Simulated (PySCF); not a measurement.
Electron correlation in Mn⁺ (manganese, charge +1)

[Ar] 3d4 4s1 4p1, one real determinant (an excited configuration). All numbers are calculated (PySCF 2.14, the spin-free X2C one-electron Hamiltonian (Gaussian nucleus), in aug-cc-pwCVTZ-DK with one added diffuse shell each of s, p, d, f, g type (11s10p8d5f4g, 152 functions)). Frozen: [Ar]; 6 electrons correlated.

MP2 pair energies summed by pair of shells (mhartree):

```json
{"pair": "3d-3d", "energy": "-44.38", "share (%)": "68.0"}
{"pair": "3d-4s", "energy": "-11.51", "share (%)": "17.6"}
{"pair": "3d-4p", "energy": "-6.84", "share (%)": "10.5"}
{"pair": "4s-4p", "energy": "-2.52", "share (%)": "3.9"}
```

Total MP2 correlation energy: -65.25 mhartree.

Same-spin part -65.25 and opposite-spin part 0.00 mhartree; SCS-MP2 scales them by 1/3 and 6/5 to -21.75 mhartree.

The reference is one real determinant that mixes LS terms of this configuration.
